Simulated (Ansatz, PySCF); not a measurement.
This singlet lies 1.05 eV below the relaxed triplet at the level B3LYP/cc-pVTZ // PBE0-D3(BJ)/def2-TZVP (Ansatz, a first-principles code).

Cartesian coordinates (Å):
SMILES: C=C[C]N
```xyz
9

C      1.3269     0.4112     0.2412
C      0.5730    -0.6943     0.2020
C     -0.7703    -0.7777     0.7312
N     -1.5923     0.0788     0.2023
H      0.9395     1.3443     0.6373
H      2.3743     0.3927    -0.0344
H      1.0166    -1.6356    -0.1147
H     -1.3286     0.7207    -0.5500
H     -2.5391     0.1598     0.5420
```
Charge 0, multiplicity 1.

Q: Estimate the HOMO–LUMO gap, HOMO, LUMO, total energy and dipole moment that PBE0-D3(BJ)/def2-TZVP (PySCF) returns for this input.

A: 
```json
{
  "HOMO–LUMO gap": "4.93 eV",
  "HOMO": "-5.78 eV",
  "LUMO": "-0.84 eV",
  "total_energy": "-171.8406 Ha",
  "dipole_moment": "2.75 D"
}
```
